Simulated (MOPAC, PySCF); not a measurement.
C₂H₆BCl, SMILES `CB(Cl)C`, neutral singlet in the gas phase. 

Z-matrix (Å, degrees):
```
B
C 1 1.5575
H 2 1.0907 1 114.09
H 2 1.0931 3 109.92 1 127.39
H 2 1.0996 3 106.75 4 114.67
C 1 1.5577 2 123.95 3 153.86
H 6 1.0908 1 113.90 2 151.78
H 6 1.0927 7 109.90 1 127.46
H 6 1.0993 7 106.58 8 114.77
Cl 1 1.7711 2 118.08 3 -26.14
```
Charge 0, multiplicity 1.

All levels are single points at this geometry (PBE0-D4/def2-TZVP); Pople sets use spherical d functions. Orbital energies aren't observables, and empty levels follow the basis.

HF/3-21G in PySCF gives gap (eV) = 14.82.

Estimate the gap (eV) from each of these levels: PBE-D3(BJ)/def2-TZVP in PySCF; PBE0-D4/def2-TZVP in PySCF; B3LYP/LANL2DZ in PySCF; SVWN5/6-31G* in PySCF; HF/STO-3G in PySCF; AM1 in MOPAC; PM3 in MOPAC; PM7 in MOPAC.


| level | gap (eV) |
|---|---|
| PBE-D3(BJ)/def2-TZVP in PySCF | 5.22 |
| PBE0-D4/def2-TZVP in PySCF | 7.61 |
| B3LYP/LANL2DZ in PySCF | 7.31 |
| SVWN5/6-31G* in PySCF | 5.14 |
| HF/STO-3G in PySCF | 16.42 |
| AM1 in MOPAC | 12.24 |
| PM3 in MOPAC | 10.63 |
| PM7 in MOPAC | 9.79 |
